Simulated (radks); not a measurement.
Values are calculated unless marked as measured or tabulated.
Neutral terbium inside a hard spherical wall (all orbitals vanish at R), configuration held at [Xe] 4f9 6s2 and not refilled when levels cross. Code: a radial shooting solver on a logarithmic mesh with Libxc functionals. Model: scalar-relativistic Kohn-Sham, LDA (Slater exchange, Perdew-Wang correlation), spin-polarised, spherical densities, finite nucleus; open shells are filled with parallel spins first (spin-orbit coupling, left out, can overturn this in heavy ions); Fermi nuclear charge, rms radius 5.06 fm. Eigenvalues in eV for spin up, with the zero of energy where the potential of the charges vanishes at infinity; a dash marks a level that is unbound or too diffuse for the functional's potential to be trusted. A positive occupied level is held by the wall or, in an anion where self-interaction has pushed it up, behind a barrier. The pressure on the wall is -dE/dV.

R (bohr)  E (hartree)  kinetic (hartree)    e(5s)    e(5p)   e(4f)   e(6s)  e(5d, empty)  e(6p, empty)  pressure (GPa)
free      -11700.4548          12587.996  -48.498  -25.615  -4.603  -3.928        -1.641        -1.251               0
20        -11700.4548          12587.996  -48.498  -25.615  -4.603  -3.928        -1.641        -1.251        < 0.0001
12        -11700.4544          12588.000  -48.465  -25.583  -4.571  -3.903        -1.609        -1.156         0.00556
10        -11700.4523          12588.019  -48.336  -25.455  -4.443  -3.799        -1.488        -0.906          0.0563
6         -11700.3448          12588.537  -46.227  -23.410  -2.332  -1.274         0.647         3.398            6.83
5         -11700.1604          12589.259  -44.437  -21.715  -0.462   1.983         2.754         8.345            28.3
3.5       -11698.7745          12594.520  -37.211  -14.725   7.801  21.152        12.649        34.148             436
1.5       -11628.9451          12810.503   116.31   162.39  137.49  495.82        233.91        548.35          200000
